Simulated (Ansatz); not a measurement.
Ansatz results at the PBE0-D4/def2-TZVP geometry: HOMO–LUMO gap (B3LYP/def2-TZVPP) 7.65 eV; LUMO energy (ωB97M-V/def2-TZVPP) 1.55 eV; LUMO energy (B3LYP/def2-TZVPP) -0.63 eV.

Problem. Which molecule gave them?
A. `Cl[Si](Cl)(Cl)[GeH3]`
B. `S[SiH](S)S`
C. `[SiH3][Ge]([Cl])([Cl])[Cl]`
D. `O[SiH]([SiH3])O[SiH3]`

Solution. A. The others give `[SiH3][Ge]([Cl])([Cl])[Cl]`: 6.68, 0.43, -1.76; `S[SiH](S)S`: 6.77, 1.62, -0.54; `O[SiH]([SiH3])O[SiH3]`: 7.08, 1.34, -0.52.

B3LYP here is the variant with VWN-RPA as its local correlation; programs differ in this.
